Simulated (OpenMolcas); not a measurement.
**Pd2+: ligand-field states by method**

Pd2+ with its 6 nearest fluoride ions at 2.115 Å, on the Li site of LiF (a = 4.028 Å, distance in the model lattice 2.014 Å). The rest of the host is ab initio model potentials to 7.6 Å and point charges beyond; the distance is set by hand and nothing relaxes, and no local charge compensation is placed. Ligand basis ANO-RCC-VDZP.

| Property | Result |
| --- | --- |
| Program | OpenMolcas 26.06 |
| Basis | ANO-RCC-VTZP [7s6p4d2f1g] |
| Scalar Hamiltonian | DKH2, point nucleus |
| Active space | 8 electrons in 5 orbitals (4d) |
| State averaging | 2S+1 = 3 even, 10 roots; 2S+1 = 1 even, 15 roots |
| Spin-orbit coupling | state interaction with AMFI integrals over the reference wave functions |

I. CASSCF
II. SS-CASPT2, IPEA 0.25 Eh, imaginary shift 0.1 Eh (closed shells correlated: 4s 4p and the ligand valence shells)

Spin-free states (labels of O, the rotations of Oh) in cm-1, each column counted from its own energy of the first state listed:

```
State  Degeneracy      I     II
  3A2           1      0      0
   1E           2  13555   8350
  3T2           3  15463  18580
  3T1           3  23237  24860
  1A1           1  23652  16990
  1T2           3  28518  27510
  1T1           3  32488  30570
  3T1           3  36114  38800
   1E           2  45939  48180
  1T2           3  46179  48220
  1A1           1  67416  63160
```

From I to II, I's first state of the same spin (3T2) moves from 15463 to 18580 cm-1, by about +3100 cm-1.

From I to II, I's first state of another spin (1E) moves from 13555 to 8350 cm-1, by about -5200 cm-1.

I: A least-squares ligand-field fit to the states below 45000 cm-1, each weighted by its degeneracy and with a free common offset, gives 10Dq = 15284 cm-1, B = 878 cm-1 and C = 3308 cm-1 (C/B = 3.77), with an rms deviation of 63 cm-1. The same method and metal basis give the free ion B = 953 cm-1 (fit to its terms below 60000 cm-1, rms deviation 8 cm-1), so the nephelauxetic ratio is β = 878 / 953 = 0.92; it hangs on how both fits weigh the states, and computed free-ion B values tend to be too large, so β mixes covalency with correlation.

χT at 300 K: I 1.33, II 1.28 cm3 K/mol.

Roots that are degenerate in the reference are averaged as groups; the widest CASPT2 spread within a group is 120 cm-1 (the 3-fold group of multiplicity 1 near 30600 cm-1 above the lowest state of its run, II). Shifts and gaps below about the spread of the groups concerned are not significant. Over all roots computed the reference weight is 0.72 to 0.73 in II; a low but even weight reflects the number of correlated electrons. Real 4d8 and 5d8 ions are as a rule square planar and diamagnetic. Ligand-to-metal charge-transfer states are missing. With no ligand orbital active B as a rule stays too high, so bands that hang on it stand too high and its fall with covalency is understated. Without dynamic correlation the repulsion within the d shell is too large (B by tens of per cent), so at a given field states of lower spin stand too high (holds for I). With metal d orbitals alone the field can be off either way by tens of per cent (holds for I). With one d shell and no ligand orbital active, 10Dq can be off by a tenth or more (holds for II). No measured value stands beside these numbers; the geometry was set by hand and not optimised.
